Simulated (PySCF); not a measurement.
In: ionisation energy

In [Kr] 4d10 5s2 5p1 [5p1/2^1, M_J = 1/2] → In⁺ [Kr] 4d10 5s2, as a difference of total energies. Computed with PySCF 2.14 in x2c-QZVPPall-2c (13s13p9d4f1g, 134 functions), with the two-component X2C-1e Hamiltonian. Correlated levels: [Ar] 3d10 frozen; the 32 highest virtual spinors dropped. "Screened" scales the spin-orbit matrix elements by Boettger's factors to mimic the two-electron term; Breit and QED terms are absent.

Question: Order these methods by the ionisation energy they give, lowest first.
A. GHF (spin-free)
B. GMP2 (screened spin-orbit)
C. GMP2 (spin-free)
D. GHF (screened spin-orbit)

Answer: A (5.233 eV), D (5.412 eV), C (5.461 eV), B (5.652 eV).

The spin-free rows lack the spin-orbit shift.

For comparison: 5.786 eV (measured; NIST Atomic Spectra Database, ionization energies).
